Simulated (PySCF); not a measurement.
# SiSn⁺: one state, many levels of theory

State: ⁴Σ⁻ (quartet), unpaired electrons σ ↑, π ↑↑. Set-up: basis Si x2c-SVPall, Sn x2c-SVPall; spin-free X2C with a Gaussian nucleus; PySCF 2.14. De refers to Si + Sn⁺ in their high-spin ground configurations, without counterpoise correction. The functionals are run spin-unrestricted. A positive dipole points towards Sn; it is taken about the centre of mass and depends on that origin.

| Level | Re (Å) | ωe (cm⁻¹) | De (eV) | μ (D) |
| --- | --- | --- | --- | --- |
| UHF | 2.531 | 339 | 1.43 | -1.53 |
| UHF-MP2 | 2.537 | 332 | 2.34 | n/a |
| UHF-SCS-MP2 | 2.521 | 347 | 2.04 | n/a |
| UHF-CCSD | 2.554 | 318 | 2.20 | n/a |
| UHF-CCSD(T) | 2.565 | 309 | 2.35 | n/a |
| PBE | 2.579 | 294 | 2.99 | -2.01 |
| BP86 | 2.585 | 290 | 2.95 | -2.11 |
| TPSS | 2.567 | 300 | 2.85 | -1.87 |
| r²SCAN | 2.551 | 311 | 2.83 | -2.02 |
| PBE0 | 2.541 | 319 | 2.73 | -1.89 |
| M06 | 2.555 | 313 | 2.87 | -1.78 |
| CAM-B3LYP | 2.527 | 327 | 2.40 | -2.02 |

Task: Which functional lies closest to UHF-CCSD(T) in De, which farthest, and by how much do they differ from it?

Result: Closest is CAM-B3LYP (-3.8 pm in Re, +5.8 % in ωe, +0.05 eV in De against UHF-CCSD(T) in the same basis), farthest PBE (+1.4 pm in Re, -4.9 % in ωe, +0.64 eV in De). CCSD(T) converges more slowly with the basis than the functionals do and binds too weakly in this one, so the order can change at the basis-set limit.

Task: What does the step from GGA to meta-GGA do here, going from PBE to r²SCAN?

Result: r²SCAN less PBE: -2.8 pm in Re, +5.8 % in ωe, -0.16 eV in De. 

Task: What does second-order correlation do here, going from UHF to UHF-MP2?

Result: UHF-MP2 less UHF: +0.6 pm in Re, -2.1 % in ωe, +0.91 eV in De. Correlation nearly always deepens the well. The bond lengthens, as in strong covalent bonds, where excitations into antibonding orbitals dominate.

Correlated steps freeze 23 core orbitals. Correlated levels converge slowly with the basis: in double zeta they bind strong bonds too weakly, by up to about 1 eV, and carry superposition errors of some tenths. Spin–orbit coupling is left out, which matters for elements this heavy, above all for dissociation energies. For an ion De counts to the pair picked by the measured ionisation energies or electron affinities, which need not be the lowest pair at this level. The state was picked by a PBE0 search and need not be the measured ground state.
